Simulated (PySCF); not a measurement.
**Ionisation energy of Tm²⁺ by level of theory**

Tm²⁺ [Xe] 4f13 (2F) → Tm³⁺ [Xe] 4f12 (high-spin determinant), as a difference of total energies. Calculation: PySCF 2.14, in ANO-RCC-VTZP; scalar relativity by spin-free X2C-1e. Correlated levels: valence: [Kr] 4d10 frozen; valence and next inner shell: [Ar] 3d10 frozen. The calculations carry no spin-orbit coupling.

```json
{"method": "UHF", "ionisation energy (eV)": "19.547", "plus first-order spin-orbit estimate": "19.156", "difference from reference of that sum (eV)": "-4.504"}
{"method": "LDA", "ionisation energy (eV)": "26.093", "plus first-order spin-orbit estimate": "25.701", "difference from reference of that sum (eV)": "+2.041"}
{"method": "PBE", "ionisation energy (eV)": "25.445", "plus first-order spin-orbit estimate": "25.054", "difference from reference of that sum (eV)": "+1.394"}
{"method": "PBE0", "ionisation energy (eV)": "24.290", "plus first-order spin-orbit estimate": "23.899", "difference from reference of that sum (eV)": "+0.239"}
{"method": "r2SCAN", "ionisation energy (eV)": "24.326", "plus first-order spin-orbit estimate": "23.934", "difference from reference of that sum (eV)": "+0.274"}
{"method": "MP2 (valence)", "ionisation energy (eV)": "25.667", "plus first-order spin-orbit estimate": "25.276", "difference from reference of that sum (eV)": "+1.616"}
{"method": "SCS-MP2 (valence)", "ionisation energy (eV)": "24.839", "plus first-order spin-orbit estimate": "24.447", "difference from reference of that sum (eV)": "+0.787"}
{"method": "MP2 (valence and next inner shell)", "ionisation energy (eV)": "26.291", "plus first-order spin-orbit estimate": "25.900", "difference from reference of that sum (eV)": "+2.240"}
{"method": "SCS-MP2 (valence and next inner shell)", "ionisation energy (eV)": "25.287", "plus first-order spin-orbit estimate": "24.896", "difference from reference of that sum (eV)": "+1.236"}
```

Reference: 23.66 ± 0.03 eV (semi-empirical (NIST evaluation); NIST Atomic Spectra Database, ionization energies).

A first-order spin-orbit estimate (lowest level to lowest level, LS coupling) adds -0.391 eV.

Errors of the correlated levels include the incompleteness of this basis and the frozen core.

The determinant of Tm³⁺ mixes LS terms, which raises its energy above the lowest term, most at the Hartree-Fock and MP2 levels.
